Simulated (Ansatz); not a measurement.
CH6OSSi2, SMILES `O[SiH]1[SiH2]CS1`. Total charge 0; spin multiplicity 1. The geometry is a stationary point of PBE0-D4/def2-TZVP. It is one conformer, not always the lowest.

```xyz
11

O    -2.255    1.446    0.109
Si   -0.654    1.161    0.349
Si    0.191   -0.978    0.712
C     1.338   -0.572   -0.748
S     0.499    0.903   -1.457
H    -2.712    0.839   -0.478
H    -0.234    2.307    1.191
H    -0.792   -2.025    0.311
H     0.869   -1.428    1.961
H     1.399   -1.351   -1.509
H     2.349   -0.303   -0.440
```

Task: What is the dipole moment at B3LYP/def2-TZVPP? (Estimate.)

Result: Computed: 1.78 D, with components (0.15, -1.75, 0.30) D in this frame, pointing from negative to positive charge.

Task: And with PBE, r2SCAN, ωB97M-V? (Estimate.)

Result: The calculation gave: PBE 1.66 D, r2SCAN 1.78 D, ωB97M-V 1.79 D.

Task: Give the Mulliken charges with B3LYP, PBE, ωB97M-V in def2-TZVPP. (Estimate.)

Result: The calculation gave: 
| atom | B3LYP | PBE | ωB97M-V |
| --- | --- | --- | --- |
| O1 | -0.38 | -0.34 | -0.36 |
| Si2 | 0.44 | 0.37 | 0.36 |
| Si3 | 0.17 | 0.10 | 0.09 |
| C4 | -0.24 | -0.19 | -0.32 |
| S5 | -0.22 | -0.20 | -0.17 |
| H6 | 0.19 | 0.19 | 0.18 |
| H7 | -0.07 | -0.06 | -0.02 |
| H8 | -0.06 | -0.05 | -0.02 |
| H9 | -0.07 | -0.06 | -0.03 |
| H10 | 0.12 | 0.11 | 0.14 |
| H11 | 0.13 | 0.12 | 0.15 |

B3LYP here is the variant with VWN-RPA as its local correlation; programs differ in this.
